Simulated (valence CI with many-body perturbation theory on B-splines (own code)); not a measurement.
## Dy LXII: calculated level list

Method: valence CI with perturbative core correlation (CI+MBPT): three valence electrons over a frozen Dirac-Fock core [He], radial functions for each j: 11 s, 11 p, 10 d, 8 f, 5 g, 2 h, with the one-electron correlation potential Σ1, the two-electron term Σ2, the three-electron term Σ3, Breit, model QED; selected CI, second order for the rest, scaled by the run's own slope (own B-spline code, finite nucleus).

The last digits are not significant, and no measured levels were compared; by estimate large intervals hold to a few tenths of a per cent, small ones and those within an open d or f shell to about a per cent.

Levels 46 to 90 of 165, with energies above the lowest level, (2s^2 2p1/2) J=1/2. "Leading %" is the weight of the configuration and term that name the level; weights of strongly mixed levels are sums over their largest components and can fall short, so below about 35 % the name and the second component can differ from the true leading terms, or belong to a minority configuration. In the jj column 3d3/2^4 stands for four electrons in 3d with j = 3/2.

```csv
No.,Configuration,Term,J,E (× 10³ cm⁻¹),Leading %,Leading jj,Second component
46,2s 2p 3p,4P,3/2,74709,46,2s 2p3/2 3p1/2 (100 %),26 % 2s 2p 3p 4S
47,2s 2p 3p,2D,5/2,74726,44,2s 2p3/2 3p1/2 (100 %),37 % 2s 2p 3p 4D
48,2s 2p 3s,2P°,1/2,74735,90,2s 2p3/2 3s (99 %),9 % 2s 2p 3s 4P°
49,2s 2p 3s,2P°,3/2,74778,83,2s 2p3/2 3s (99 %),17 % 2s 2p 3s 4P°
50,2s 2p 3p,2P,1/2,75340,49,2s 2p3/2 3p1/2 (98 %),22 % 2s 2p 3p 2S
51,2s 2p 3p,2D,3/2,75352,62,2s 2p3/2 3p1/2 (99 %),21 % 2s 2p 3p 2P
52,2p2 3s,4P,3/2,75989,84,2p1/2 2p3/2 3s (97 %),13 % 2p2 3s 2P
53,2p2 3s,2P,1/2,76055,64,2p1/2 2p3/2 3s (95 %),31 % 2p2 3s 4P
54,2p2 3s,2D,5/2,76120,62,2p1/2 2p3/2 3s (96 %),34 % 2p2 3s 4P
55,2p2 3s,2D,3/2,76186,63,2p1/2 2p3/2 3s (97 %),31 % 2p2 3s 2P
56,2p2 3p,4P°,1/2,76440,48,2p1/2 2p3/2 3p1/2 (98 %),28 % 2p2 3p 4D°
57,2p2 3p,4D°,3/2,76487,54,2p1/2 2p3/2 3p1/2 (98 %),22 % 2p2 3p 2D°
58,2p2 3p,2F°,5/2,76591,48,2p1/2 2p3/2 3p1/2 (98 %),30 % 2p2 3p 2D°
59,2s 2p 3p,4D,7/2,76634,100,2s 2p3/2 3p3/2 (100 %),
60,2s 2p 3p,2P,3/2,76731,52,2s 2p3/2 3p3/2 (96 %),32 % 2s 2p 3p 4S
61,2s 2p 3p,4P,5/2,76866,52,2s 2p3/2 3p3/2 (97 %),42 % 2s 2p 3p 2D
62,2s 2p 3p,2S,1/2,76906,48,2s 2p3/2 3p3/2 (96 %),37 % 2s 2p 3p 2P
63,2p2 3p,2P°,3/2,76909,43,2p1/2 2p3/2 3p1/2 (99 %),25 % 2p2 3p 2D°
64,2s 2p 3d,4D°,5/2,77157,45,2s 2p3/2 3d3/2 (98 %),21 % 2s 2p 3d 2D°
65,2s 2p 3d,4D°,3/2,77200,42,2s 2p3/2 3d3/2 (98 %),40 % 2s 2p 3d 4P°
66,2s 2p 3d,4F°,7/2,77208,47,2s 2p3/2 3d3/2 (94 %),34 % 2s 2p 3d 2F°
67,2s 2p 3d,4P°,1/2,77230,82,2s 2p3/2 3d3/2 (98 %),14 % 2s 2p 3d 4D°
68,2s 2p 3p,2D,5/2,77339,73,2s 2p3/2 3p3/2 (99 %),15 % 2s 2p 3p 4D
69,2s 2p 3p,2P,3/2,77467,58,2s 2p3/2 3p3/2 (99 %),29 % 2s 2p 3p 2D
70,2s 2p 3p,2S,1/2,77494,61,2s 2p3/2 3p3/2 (99 %),20 % 2s 2p 3p 2P
71,2s 2p 3d,4F°,9/2,77584,100,2s 2p3/2 3d5/2 (100 %),
72,2s 2p 3d,2D°,3/2,77708,57,2s 2p3/2 3d3/2 (56 %),26 % 2s 2p 3d 4P°
73,2s 2p 3d,2D°,5/2,77761,48,2s 2p3/2 3d5/2 (95 %),29 % 2s 2p 3d 4P°
74,2s 2p 3d,2F°,7/2,77829,51,2s 2p3/2 3d5/2 (94 %),45 % 2s 2p 3d 4D°
75,2s 2p 3d,2F°,5/2,77835,68,2s 2p3/2 3d3/2 (94 %),14 % 2s 2p 3d 4F°
76,2s 2p 3d,2P°,1/2,77877,63,2s 2p3/2 3d3/2 (83 %),29 % 2s 2p 3d 4D°
77,2s 2p 3d,2D°,3/2,77960,49,2s 2p3/2 3d5/2 (56 %),45 % 2s 2p 3d 2P°
78,2s 2p 3d,2P°,1/2,78020,94,2s 2p3/2 3d5/2 (82 %),
79,2s 2p 3d,2F°,7/2,78305,72,2s 2p3/2 3d5/2 (95 %),12 % 2s 2p 3d 4D°
80,2s 2p 3d,2D°,5/2,78429,59,2s 2p3/2 3d5/2 (92 %),22 % 2s 2p 3d 2F°
81,2s 2p 3d,2P°,3/2,78455,73,2s 2p3/2 3d5/2 (98 %),8 % 2s 2p 3d 4D°
82,2p2 3p,4D°,5/2,78549,48,2p1/2 2p3/2 3p3/2 (95 %),34 % 2p2 3p 4P°
83,2p2 3p,2P°,1/2,78588,36,2p1/2 2p3/2 3p3/2 (98 %),31 % 2p2 3p 4P°
84,2p2 3p,2D°,3/2,78638,52,2p1/2 2p3/2 3p3/2 (97 %),21 % 2p2 3p 4P°
85,2p2 3p,2F°,7/2,78696,61,2p1/2 2p3/2 3p3/2 (95 %),34 % 2p2 3p 4D°
86,2p2 3p,2P°,3/2,78805,32,2p1/2 2p3/2 3p3/2 (100 %),32 % 2p2 3p 4S°
87,2p2 3p,2D°,5/2,78892,64,2p1/2 2p3/2 3p3/2 (98 %),16 % 2p2 3p 2F°
88,2p2 3d,4F,3/2,78963,43,2p1/2 2p3/2 3d3/2 (100 %),26 % 2p2 3d 2P
89,2p2 3d,4F,5/2,78973,53,2p1/2 2p3/2 3d3/2 (99 %),39 % 2p2 3d 2F
90,2p2 3d,4D,1/2,79006,79,2p1/2 2p3/2 3d3/2 (100 %),14 % 2p2 3d 2P
```
